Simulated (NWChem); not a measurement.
All runs are NWChem calculations. System: I₂Zn, charge 0, spin multiplicity 1, displaced from the optimised geometry. The structure started from a generated list of species.

The NWChem input:

```
start mol
memory heap 200 mb stack 900 mb global 1100 mb
geometry units angstroms nocenter noautoz
  Zn     0.000000     0.000000     0.000000
  I      0.000000     0.000000    -2.494768
  I      0.000000     0.000000     2.494768
  symmetry group D2h
end
basis spherical
  * library def2-svp
end
ecp
  I library def2-ecp
end
dft
  xc xpbe96 cpbe96
  semidirect memsize 60000000 filesize 0
  iterations 100
  convergence nodiis damp 40
end
task dft gradient
```

The output up to the point where the run's verdict is printed (cleaned and shortened):

```
             Northwest Computational Chemistry Package (NWChem) 7.3.0
             --------------------------------------------------------

                                NWChem Input Module
                                -------------------

 Scaling coordinates for geometry "geometry" by  1.889725989
 (inverse scale =  0.529177249)

 Turning off AUTOSYM since
 SYMMETRY directive was detected!

                             Geometry "geometry" -> ""
                             -------------------------

 Output coordinates in angstroms (scale by  1.889725989 to convert to a.u.)

  No.       Tag          Charge          X              Y              Z
 ---- ---------------- ---------- -------------- -------------- --------------
    1 Zn                  30.0000     0.00000000     0.00000000     0.00000000
    2 I                   53.0000     0.00000000     0.00000000    -2.49476800
    3 I                   53.0000     0.00000000     0.00000000     2.49476800

 Effective nuclear repulsion energy (a.u.)     972.4403624061

            Nuclear Dipole moment (a.u.)
            ----------------------------
        X                 Y               Z
 ---------------- ---------------- ----------------
     0.0000000000     0.0000000000     0.0000000000

      Symmetry information
      --------------------

 Group name             D2h
 Group number             26
 Group order               8
 No. of unique centers     2

      Symmetry unique atoms

     1    2


 Summary of "ao basis" -> "" (spherical)
 ------------------------------------------------------------------------------
       Tag                 Description            Shells   Functions and Types
 ---------------- ------------------------------  ------  ---------------------
 *                          def2-svp                  on all atoms

 Summary of "ao basis" -> "ao basis" (spherical)
 ------------------------------------------------------------------------------
       Tag                 Description            Shells   Functions and Types
 ---------------- ------------------------------  ------  ---------------------
[...]
 d= 0,ls=0.5         69  -2151.5094191639 -2.18D+02  4.17D-01               3.1

 !! scf_movecs_sym_adapt:    2 vectors were symmetry contaminated

  Symmetry fudging
 d= 0,ls=0.5         70  -1933.6726172577  2.18D+02  4.17D-01               3.1
 d= 0,ls=0.5         71  -2151.5094191639 -2.18D+02  4.17D-01               3.2

 !! scf_movecs_sym_adapt:    2 vectors were symmetry contaminated

  Symmetry fudging
 d= 0,ls=0.5         72  -1933.6726172577  2.18D+02  4.17D-01               3.2
 d= 0,ls=0.5         73  -2151.5094191639 -2.18D+02  4.17D-01               3.2

 !! scf_movecs_sym_adapt:    2 vectors were symmetry contaminated

  Symmetry fudging
 d= 0,ls=0.5         74  -1933.6726172577  2.18D+02  4.17D-01               3.3
 d= 0,ls=0.5         75  -2151.5094191639 -2.18D+02  4.17D-01               3.3

 !! scf_movecs_sym_adapt:    2 vectors were symmetry contaminated

  Symmetry fudging
 d= 0,ls=0.5         76  -1933.6726172577  2.18D+02  4.17D-01               3.3
 d= 0,ls=0.5         77  -2151.5094191639 -2.18D+02  4.17D-01               3.3

 !! scf_movecs_sym_adapt:    2 vectors were symmetry contaminated

  Symmetry fudging
 d= 0,ls=0.5         78  -1933.6726172577  2.18D+02  4.17D-01               3.4
 d= 0,ls=0.5         79  -2151.5094191639 -2.18D+02  4.17D-01               3.4

 !! scf_movecs_sym_adapt:    2 vectors were symmetry contaminated

  Symmetry fudging
 d= 0,ls=0.5         80  -1933.6726172577  2.18D+02  4.17D-01               3.4
 d= 0,ls=0.5         81  -2151.5094191639 -2.18D+02  4.17D-01               3.5

 !! scf_movecs_sym_adapt:    2 vectors were symmetry contaminated

  Symmetry fudging
 d= 0,ls=0.5         82  -1933.6726172577  2.18D+02  4.17D-01               3.5
 d= 0,ls=0.5         83  -2151.5094191639 -2.18D+02  4.17D-01               3.5

 !! scf_movecs_sym_adapt:    2 vectors were symmetry contaminated

  Symmetry fudging
 d= 0,ls=0.5         84  -1933.6726172577  2.18D+02  4.17D-01               3.5
 d= 0,ls=0.5         85  -2151.5094191639 -2.18D+02  4.17D-01               3.6

 !! scf_movecs_sym_adapt:    2 vectors were symmetry contaminated

  Symmetry fudging
 d= 0,ls=0.5         86  -1933.6726172577  2.18D+02  4.17D-01               3.6
 d= 0,ls=0.5         87  -2151.5094191639 -2.18D+02  4.17D-01               3.6

 !! scf_movecs_sym_adapt:    2 vectors were symmetry contaminated

  Symmetry fudging
 d= 0,ls=0.5         88  -1933.6726172577  2.18D+02  4.17D-01               3.7
 d= 0,ls=0.5         89  -2151.5094191639 -2.18D+02  4.17D-01               3.7

 !! scf_movecs_sym_adapt:    2 vectors were symmetry contaminated

  Symmetry fudging
 d= 0,ls=0.5         90  -1933.6726172577  2.18D+02  4.17D-01               3.7
 d= 0,ls=0.5         91  -2151.5094191639 -2.18D+02  4.17D-01               3.7

 !! scf_movecs_sym_adapt:    2 vectors were symmetry contaminated

  Symmetry fudging
 d= 0,ls=0.5         92  -1933.6726172577  2.18D+02  4.17D-01               3.8
 d= 0,ls=0.5         93  -2151.5094191639 -2.18D+02  4.17D-01               3.8

 !! scf_movecs_sym_adapt:    2 vectors were symmetry contaminated

  Symmetry fudging
 d= 0,ls=0.5         94  -1933.6726172577  2.18D+02  4.17D-01               3.8
 d= 0,ls=0.5         95  -2151.5094191639 -2.18D+02  4.17D-01               3.9

 !! scf_movecs_sym_adapt:    2 vectors were symmetry contaminated

  Symmetry fudging
 d= 0,ls=0.5         96  -1933.6726172577  2.18D+02  4.17D-01               3.9
 d= 0,ls=0.5         97  -2151.5094191639 -2.18D+02  4.17D-01               3.9

 !! scf_movecs_sym_adapt:    2 vectors were symmetry contaminated

  Symmetry fudging
 d= 0,ls=0.5         98  -1933.6726172577  2.18D+02  4.17D-01               3.9
 d= 0,ls=0.5         99  -2151.5094191639 -2.18D+02  4.17D-01               4.0

 !! scf_movecs_sym_adapt:    2 vectors were symmetry contaminated

  Symmetry fudging
 d= 0,ls=0.5        100  -1933.6726172577  2.18D+02  4.17D-01               4.0
```

The run did not converge; its last values are not results. The next line reads: Calculation failed to converge. NWChem stopped with the message: dft gradient failed.
